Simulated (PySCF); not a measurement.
Ligands exchanged one at a time, B H-SH. Isolated molecules, 0 K electronic values unless said otherwise. One relaxed conformer stands for each flexible species; it need not be the lowest. Strings in code marks are SMILES.

All values below come from B3LYP-D3(BJ)/def2-TZVP (PySCF 2.14.0). All candidates: neutral, multiplicity 1. B3LYP has the VWN-RPA correlation part, as in Gaussian. Delta-SCF ions had no search for a lower state. 

* **HOMO–LUMO gap**: 7.52 eV
* **vertical ionisation energy (Delta-SCF)**: 13.14 eV
* **LUMO**: -2.22 eV

Problem. Which member has these values?
(A) `SB(S)S`
(B) `SBS` (H–S–B–S torsion 0°, S–B–S–H torsion 0°)
(C) `B`
(D) `BS`

Solution. C, `B`. The others give `SBS` (H–S–B–S torsion 0°, S–B–S–H torsion 0°): 6.28 eV, 9.72 eV, -1.11 eV; `SB(S)S`: 6.37 eV, 9.47 eV, -0.92 eV; `BS`: 6.68 eV, 10.98 eV, -1.51 eV
